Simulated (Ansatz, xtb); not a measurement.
## Relative energy of two isomers of C4H4N2OSi

Structure a: `N#Cc1coc([SiH3])n1`, a singlet. Structure b: `N#Cc1nc([SiH3])co1`, a singlet. Both are isolated molecules in the gas phase, relaxed with B3LYP-D3(BJ)/def2-SVP.

a (Å):

```
atom    x (Å)    y (Å)    z (Å)
   C   0.9567   0.3382   2.0089
   C   0.4006   0.0533   0.7268
   C   1.0664  -0.2865  -0.4242
   C  -1.0752  -0.2269  -0.7975
   N   1.4271   0.5670   3.0444
   N  -0.9602   0.0833   0.4592
   O   0.1445  -0.4647  -1.3896
  Si  -2.6694  -0.3655  -1.8067
   H   2.1127  -0.4267  -0.6791
   H  -3.3490   0.9562  -1.8050
   H  -2.2962  -0.7637  -3.1890
   H  -3.5401  -1.3929  -1.1786
```

b (Å):

```xyz
12

C    -0.7555   -1.9354    2.1218
C    -0.7690   -1.2588    0.8676
C    -0.6158    0.1248   -0.7576
C    -1.1088   -1.0607   -1.2428
N    -0.7431   -2.4828    3.1441
N    -0.4071   -0.0383    0.6106
O    -1.2099   -1.9449   -0.2209
Si   -0.2433    1.7375   -1.6466
H     1.2008    2.0680   -1.5096
H    -0.5875    1.5462   -3.0839
H    -1.0659    2.8343   -1.0687
H    -1.4157   -1.4103   -2.2246
```

Estimate E(b) − E(a) at the level CCSD(T)/def2-SVP + ΔMP2/def2-TZVPP.

Calculated at CCSD(T)/def2-SVP + ΔMP2/def2-TZVPP: E(b) − E(a) = +2.8 kcal/mol, so structure a lies lower.

Level by level:

```csv
level,geometry,E(b) − E(a) (kcal/mol),departure from the last row (kcal/mol),"job, with rough time for the two"
GFN2-xTB,GFN2-xTB,+3.4,+0.7,"optimisation, 0.27 s"
HF/STO-3G,GFN2-xTB,+5.1,+2.3,"single point, 0.94 s"
r2SCAN-D4/def2-SVP,GFN2-xTB,+2.5,−0.2,"single point, 5.7 s"
B3LYP-D3(BJ)/def2-SVP,B3LYP-D3(BJ)/def2-SVP,+2.6,−0.2,"optimisation, 77 s"
HF/def2-SVP,B3LYP-D3(BJ)/def2-SVP,+3.7,+0.9,part of the CCSD(T) run
MP2/def2-SVP,B3LYP-D3(BJ)/def2-SVP,+2.1,−0.7,part of the CCSD(T) run
CCSD(T)/def2-SVP,B3LYP-D3(BJ)/def2-SVP,+2.7,−0.1,single point
CCSD(T)/def2-SVP + ΔMP2/def2-TZVPP,B3LYP-D3(BJ)/def2-SVP,+2.8,,"single point, 96 s"
```

As drawn, both hold the same kinds of bond in the same numbers.

None of the levels shown reverses the order. The largest departure from CCSD(T)/def2-SVP + ΔMP2/def2-TZVPP is that of HF/STO-3G, 2.3 kcal/mol. A small imaginary or near-zero mode remains, so no thermal terms are given. The last row adds to CCSD(T) the change of the MP2 difference between the two basis sets, here +0.1 kcal/mol.

The correlated steps freeze 12 core orbitals. Programs: Ansatz 0.2.0, xtb 6.7.1; the last row on 2 threads of Intel(R) Xeon(R) Platinum 8259CL CPU @ 2.50GHz (Skylake/Cascade Lake) on a shared host.
